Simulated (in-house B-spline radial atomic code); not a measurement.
Results of a calculation; reference values are marked as such.
## Two electrons in Ge: a Gaussian well −V exp(−r²/w²) with V = 8.1 meV and w = 57.7 nm

For Ge the NSM archive of the Ioffe Institute lists m_l = 1.6 m0, m_t = 0.08 m0 and ε = 16.2; the model takes one isotropic valley with the conductivity mass 3/(1/m_l + 2/m_t) = 0.117 m0, and so misses anisotropy and the other valleys. All triplets below are those of one valley; with several valleys two electrons can form a triplet in the 1s orbital itself, at an energy set by the valley splitting.

Effective-mass model with parabolic bands, a uniform dielectric constant, no image charges, no central-cell or spin-orbit terms. Two-electron levels come from full CI in B-splines with partial waves to l = 5 (up to 0.001 effective hartree above the limit).

Problem. What are the effective units, and what is the potential in them?

Solution. Ha* = 27211.386 meV × 0.117/16.2² = 12.13 meV and a* = 0.0529177 nm × 16.2/0.117 = 7.327 nm. V = 0.668 Ha* and w = 7.87 a*.

In these units the lowest s and p orbitals lie at -0.463208 and -0.337860, and their Coulomb and exchange integrals are J_ss = 0.284638, J_sp = 0.230784 and K_sp = 0.04476. Full CI gives -0.698827 for the ground singlet, -0.631787 for the sp triplet, -0.582957 for the sp singlet and -0.541166 for the lowest triplet of two s orbitals.

Problem. What does it cost to add the second electron, to first order and exactly?

Solution. To first order E = 2ε_s + J_ss = -0.641778, so the charging energy E(2) − 2E(1) is J_ss = 3.453 meV. CI gives -0.698827 − 2 × (-0.463208) = 0.227589, or 2.761 meV: relaxation and correlation lower it by 0.6921 meV, 20.0 % of J_ss. The s² configuration of one-electron orbitals holds 83.8 % of the state, and the mean radius is 28 nm. The second electron is bound by ε_s − E = 2.858 meV, against 5.619 meV for the first.

Problem. How far above the singlet do the triplets lie?

Solution. To first order the sp triplet lies at ε_s + ε_p + J_sp − K_sp = -0.615041, which is 0.3244 meV above 2ε_s + J_ss. CI gives -0.631787 − (-0.698827) = 0.067041, or 0.8133 meV, 53 % of the orbital spacing of 1.521 meV. The ss triplet lies 1.913 meV up, so the lower of the two is the sp one, and its gap equals k_BT at 9.44 K. The sp singlet-triplet splitting is 0.5924 meV, against 2K_sp = 1.086 meV.
